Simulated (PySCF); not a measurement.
An unknown gives this computed stick spectrum. Method: PySCF 2.14.0, density-fitted response routines, TDDFT wB97X-D/def2-SVPD, vertical, gas phase, core orbitals frozen in the response. Geometries: PBE0-D3(BJ)/def2-SVP, one conformer each.

```tsv
state	E (eV)	f	main configurations (H = HOMO, L = LUMO)
S1	4.92	0.0001	H→L (96%)
S2	5.54	0.0014	H-1→L (93%)
S3	5.66	0.0089	H-2→L (94%)
S4	6.14	0.0053	H-2→L+1 (36%), H-1→L+2 (21%), H-1→L+1 (16%)
S5	6.25	0.126	H→L+1 (62%), H-2→L+1 (13%), H-1→L+2 (9%)
S6	6.28	0.072	H-1→L+2 (29%), H→L+1 (28%), H-2→L+1 (19%)
S7	6.38	0.202	H→L+2 (70%), H-1→L+2 (17%)
S8	6.56	0.0014	H-1→L+1 (59%), H-2→L+2 (22%), H-2→L+1 (12%)
S9	6.76	0.0079	H-2→L+2 (59%), H-1→L+1 (13%), H-1→L+2 (13%)
S10	6.83	0.0030	H→L+3 (86%)
```

Triplets computed (Tamm–Dancoff): 4.66, 4.96, 5.02, 5.53 eV.

Question: Which structure fits? All have the formula C4H14Si4.
A. `CC#C[SiH2][Si@@H]([SiH3])[SiH2]C`
B. `[SiH2]1[Si@H]([SiH2][Si@H]1C1CC1)C`
C. `CC#C[Si@H](C)[SiH]([SiH3])[SiH3]`
D. `C#C[Si@H](CC)[SiH2][SiH2][SiH3]`
E. `CC#C[SiH2][Si@@H](C)[SiH2][SiH3]`

Answer: B. Its S1, at 4.92 eV, is the lowest among the candidates; the nearest of the others has S1 at 5.71 eV. S1 is HOMO→LUMO (96%). Löwdin shares by element: HOMO silicon 79% (atoms not listed hold the other 21%); LUMO silicon 65% (atoms not listed hold the other 35%). At the same level the other candidates give, for their lowest levels:
- `CC#C[SiH2][Si@@H](C)[SiH2][SiH3]`: 5.71 eV (f 0.023); 5.89 eV (f 0.159); 6.05 eV (f 0.007); 6.24 eV (f 0.014); 6.54 eV (f 0.539); T1 4.88 eV; HOMO -8.84, LUMO 1.15 eV
- `CC#C[SiH2][Si@@H]([SiH3])[SiH2]C`: 5.76 eV (f 0.003); 5.99 eV (f 0.064); 6.06 eV (f 0.003); 6.51 eV (f 0.011); 6.65 eV (f 0.012); T1 4.88 eV; HOMO -9.01, LUMO 1.36 eV
- `C#C[Si@H](CC)[SiH2][SiH2][SiH3]`: 5.85 eV (f 0.005); 6.11 eV (f 0.017); 6.17 eV (f 0.006); 6.56 eV (f 0.012); 6.69 eV (f 0.075); T1 4.93 eV; HOMO -9.23, LUMO 1.28 eV
- `CC#C[Si@H](C)[SiH]([SiH3])[SiH3]`: 5.73 eV (f 0.004); 5.99 eV (f 0.015); 6.06 eV (f 0.004); 6.58 eV (f 0.015); 6.60 eV (f 0.030); T1 4.89 eV; HOMO -8.95, LUMO 1.37 eV

Shape of the structure used: `[CH3:1][Si@H:2]1[SiH2:3][Si@@H:4]([CH:5]2[CH2:6][CH2:7]2)[SiH2:8]1`: Si3–Si4–C5–C6 85°.
